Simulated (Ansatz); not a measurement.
Stepwise reaction of `CB(F)F` with ammonia, as a gas-phase model of exchange steps in deposition or etching. ΔE in kJ/mol.

Calculated with Ansatz (gas phase, PBE0-D4/def2-TZVP geometries, no zero-point term in ΔE). CCSD(T)/CBS is the MP2 limit (def2-TZVPP, def2-QZVPP) plus CCSD(T) − MP2 in def2-TZVPP, frozen cores. This one scheme is used for every species. Functionals use def2-TZVPP. B3LYP here is the variant with VWN-RPA as its local correlation; programs differ in this. One conformer a species, not always the lowest.

| step | reaction | PBE-D4 | B3LYP-D4 | ωB97M-V | CCSD(T)/CBS |
| --- | --- | --- | --- | --- | --- |
| 1 | `CB(F)F` + NH₃ → `CB(N)F` + H–F | 31.4 | 35.2 | 35.9 | 31.8 |

(1) Give the row of step 2, `CB(N)F` + NH₃ → `CB(N)N` + H–F. (Best estimate.)

(2) By hand: ΔE of the 2 steps together at CCSD(T)/CBS.

## Answers

(1) Ansatz gave: 
| step | reaction | PBE-D4 | B3LYP-D4 | ωB97M-V | CCSD(T)/CBS |
| --- | --- | --- | --- | --- | --- |
| 2 | `CB(N)F` + NH₃ → `CB(N)N` + H–F | 52.8 | 57.4 | 57.2 | 51.1 |

(2) (31.8) + (51.1) = 82.9 kJ/mol, or 41.5 kJ/mol a step.

In ΔE each step is higher than the one before. All are uphill at CCSD(T)/CBS. PBE-D4 differs from CCSD(T)/CBS by -0.4 to 1.7 kJ/mol a step. Isolated molecules leave out the surface, adducts and barriers. Largest T1 diagnostic: 0.012.
